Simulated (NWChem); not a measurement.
System: TiN₂H₄O; SMILES [NH]=[Ti]([NH2])[OH]

Input file for NWChem:

```
start job
memory heap 200 mb stack 900 mb global 1100 mb
geometry units angstroms noautoz
  Ti    -0.041156    -0.032295     0.296324
  N     -1.686993     0.071700    -0.034791
  H     -2.675395     0.058817    -0.315396
  O      0.824070    -1.607799    -0.044907
  H      0.531482    -2.464813    -0.395672
  N      0.838259     1.629010    -0.043844
  H      1.852811     1.722412    -0.184047
  H      0.393946     2.507789    -0.329348
end
basis spherical
  Ti library 6-31g*
  N library 6-31g*
  H library 6-31g*
  O library 6-31g*
end
dft
  xc xcamb88 1.00 lyp 0.81 vwn_5 0.19 hfexch 1.00
  cam 0.33 cam_alpha 0.19 cam_beta 0.46
  iterations 150
  mulliken
end
task dft energy
```

Parts of the log:

```
             Northwest Computational Chemistry Package (NWChem) 7.3.0
             --------------------------------------------------------

 C1  symmetry detected

                             Geometry "geometry" -> ""
                             -------------------------

 Output coordinates in angstroms (scale by  1.889725989 to convert to a.u.)

  No.       Tag          Charge          X              Y              Z
 ---- ---------------- ---------- -------------- -------------- --------------
    1 Ti                  22.0000    -0.04143620    -0.03455029     0.20447653
    2 N                    7.0000    -1.67800561     0.14226175    -0.14136966
    3 H                    1.0000    -2.66336124     0.17345666    -0.43110196
    4 O                    8.0000     0.75744237    -1.64514019    -0.13472949
    5 H                    1.0000     0.43106784    -2.48738621    -0.49140599
    6 N                    7.0000     0.91270625     1.58794626    -0.12130936
    7 H                    1.0000     1.93163259     1.63747166    -0.25181954
    8 H                    1.0000     0.50981373     2.48622976    -0.40756708

 Effective nuclear repulsion energy (a.u.)     211.8088894484

                                 NWChem DFT Module
                                 -----------------

 Summary of "ao basis" -> "ao basis" (spherical)
 ------------------------------------------------------------------------------
       Tag                 Description            Shells   Functions and Types
 ---------------- ------------------------------  ------  ---------------------
 Ti                          6-31g*                 12       34   5s4p2d1f
 N                           6-31g*                  6       14   3s2p1d
 H                           6-31g*                  2        2   2s
 O                           6-31g*                  6       14   3s2p1d

            General Information
            -------------------
          SCF calculation type: DFT
          Wavefunction type:  closed shell.
          No. of atoms     :     8
          No. of electrons :    48
           Alpha electrons :    24
            Beta electrons :    24
          Charge           :     0
          Spin multiplicity:     1
          Use of symmetry is: off; symmetry adaption is: off
          Maximum number of iterations: 150
          AO basis - number of functions:    84
                     number of shells:    38
          Convergence on energy requested:  1.00D-06
          Convergence on density requested:  1.00D-05
          Convergence on gradient requested:  5.00D-04

              XC Information
              --------------
                     Hartree-Fock (Exact) Exchange  1.000
                   CAM-Becke88 Exchange Functional  1.000
                      VWN V Correlation Functional  0.190 local
              Lee-Yang-Parr Correlation Functional  0.810

           Range-Separation Parameters
           ---------------------------
           Alpha           :  0.19
           Beta            :  0.46
           Gamma           :  0.33
           Short-Range HF  :     F

             Grid Information
             ----------------
          Grid used for XC integration:  medium
          Radial quadrature: Mura-Knowles
          Angular quadrature: Lebedev.
          Tag              B.-S. Rad. Rad. Pts. Rad. Cut. Ang. Pts.
          ---              ---------- --------- --------- ---------
          Ti                  1.40      112           9.0       590
          N                   0.65       49          10.0       434
          H                   0.35       45          12.0       434
          O                   0.60       49          10.0       434
          Grid pruning is: on
          Number of quadrature shells:   439
          Spatial weights used:  Erf1

      Superposition of Atomic Density Guess
      -------------------------------------

 Sum of atomic energies:       -1033.63596846

      Non-variational initial energy
      ------------------------------

 Total energy =   -1034.200463
 1-e energy   =   -1835.804028
 2-e energy   =     589.794675
 HOMO         =      -0.360049
 LUMO         =      -0.082734

     ---------------------------------------------
      Total Density - Mulliken Population Analysis
     ---------------------------------------------

    Atom       Charge   Shell Charges
 -----------   ------   -------------------------------------------------------
    1 Ti  22    19.26   2.00  2.00  6.00  2.00  6.00  0.14  0.11  0.05  0.08  0.31  0.55  0.02
    2 N    7     8.77   2.00  0.89  2.92  0.92  2.04  0.01
    3 H    1     0.59   0.41  0.18
    4 O    8     9.30   2.00  0.94  3.25  0.95  2.14  0.01
    5 H    1     0.44   0.35  0.09
    6 N    7     8.54   2.00  0.83  2.76  0.90  2.04  0.01
    7 H    1     0.55   0.40  0.15
    8 H    1     0.55   0.40  0.15

   convergence    iter        energy       DeltaE   RMS-Dens  Diis-err
 ---------------- ----- ----------------- --------- --------- ---------
 d= 0,ls=0.0,diis     1  -1036.0376557745 -1.25D+03  4.55D-02  3.28D+00
 d= 0,ls=0.0,diis     2  -1025.6772186708  1.04D+01  3.27D-02  1.16D+02
 d= 0,ls=0.0,diis     3  -1036.1859502562 -1.05D+01  6.86D-03  3.65D+00
 d= 0,ls=0.0,diis     4  -1036.5103310079 -3.24D-01  2.69D-03  3.31D-01
 d= 0,ls=0.0,diis     5  -1036.5342101689 -2.39D-02  1.77D-03  1.14D-01
  Resetting Diis
 d= 0,ls=0.0,diis     6  -1036.5459097747 -1.17D-02  4.95D-04  4.81D-03
 d= 0,ls=0.0,diis     7  -1036.5464110438 -5.01D-04  2.60D-04  2.36D-04
 d= 0,ls=0.0,diis     8  -1036.5463008251  1.10D-04  1.82D-04  1.25D-03
 d= 0,ls=0.0,diis     9  -1036.5464400656 -1.39D-04  2.83D-05  2.42D-05
 d= 0,ls=0.0,diis    10  -1036.5464426364 -2.57D-06  1.60D-05  1.38D-06
 d= 0,ls=0.0,diis    11  -1036.5464430652 -4.29D-07  9.77D-06  2.09D-07

         Total DFT energy =    -1036.546443065189
      One electron energy =    -1841.379073109961
           Coulomb energy =      658.938596484042
    Exchange-Corr. energy =      -65.914855887684
 Nuclear repulsion energy =      211.808889448413

 Numeric. integr. density =       48.000003465754

                       DFT Final Molecular Orbital Analysis
                       ------------------------------------

 Vector   22  Occ=2.000000D+00  E=-3.122309D-01
              MO Center=  2.9D-03,  8.1D-01, -1.4D-02, r^2= 2.7D+00
   Bfn.  Coefficient  Atom+Function         Bfn.  Coefficient  Atom+Function
  ----- ------------  ---------------      ----- ------------  ---------------
    71      0.390103  6 N  pz                75      0.347896  6 N  pz
    39     -0.276357  2 N  pz                21     -0.243941  1 Ti d  1
    43     -0.228424  2 N  pz                26     -0.169218  1 Ti d  1
    70      0.124418  6 N  py                38     -0.121339  2 N  py
    19      0.120540  1 Ti d -1              74      0.113937  6 N  py

 Vector   23  Occ=2.000000D+00  E=-3.038822D-01
              MO Center= -6.9D-01,  4.6D-01, -1.2D-01, r^2= 2.7D+00
   Bfn.  Coefficient  Atom+Function         Bfn.  Coefficient  Atom+Function
  ----- ------------  ---------------      ----- ------------  ---------------
    39      0.382552  2 N  pz                43      0.306244  2 N  pz
    71      0.257995  6 N  pz                75      0.225359  6 N  pz
    21      0.169408  1 Ti d  1              38     -0.135512  2 N  py
    70      0.129013  6 N  py                37     -0.122533  2 N  px
     9     -0.120786  1 Ti pz                13      0.119398  1 Ti pz

 Vector   24  Occ=2.000000D+00  E=-2.939059D-01
              MO Center= -1.0D+00,  3.0D-01, -5.0D-02, r^2= 2.3D+00
   Bfn.  Coefficient  Atom+Function         Bfn.  Coefficient  Atom+Function
  ----- ------------  ---------------      ----- ------------  ---------------
    38      0.482350  2 N  py                42      0.381898  2 N  py
    71      0.211253  6 N  pz                18     -0.202239  1 Ti d -2
    75      0.177679  6 N  pz                12      0.143884  1 Ti py
    23     -0.136259  1 Ti d -2               8     -0.131672  1 Ti py
    66      0.073047  5 H  s                 22     -0.064846  1 Ti d  2

 Vector   25  Occ=0.000000D+00  E=-2.668004D-02
              MO Center= -3.6D-02, -7.9D-02,  8.9D-01, r^2= 3.5D+00
   Bfn.  Coefficient  Atom+Function         Bfn.  Coefficient  Atom+Function
  ----- ------------  ---------------      ----- ------------  ---------------
    14      0.678894  1 Ti s                 20      0.437576  1 Ti d  0
    25      0.314757  1 Ti d  0               6      0.200105  1 Ti s
    10     -0.193912  1 Ti s                 17      0.149601  1 Ti pz
    13      0.142558  1 Ti pz                50     -0.097447  3 H  s
    56     -0.097017  4 O  s                 72     -0.094957  6 N  s

 Vector   26  Occ=0.000000D+00  E= 3.205963D-02
              MO Center=  2.6D-02, -6.1D-02,  2.1D-01, r^2= 2.3D+00
   Bfn.  Coefficient  Atom+Function         Bfn.  Coefficient  Atom+Function
  ----- ------------  ---------------      ----- ------------  ---------------
    19      0.621315  1 Ti d -1              24      0.428210  1 Ti d -1
    16      0.298240  1 Ti py                55      0.172150  4 O  pz
    75     -0.159042  6 N  pz                59      0.154924  4 O  pz
    71     -0.152697  6 N  pz                17     -0.131342  1 Ti pz
    12      0.094617  1 Ti py                74     -0.094559  6 N  py

[...]
```

Level: CAM-B3LYP/6-31G* (spherical d). Coordinates come from a PBE-D3(BJ)/def2-SVP optimisation.
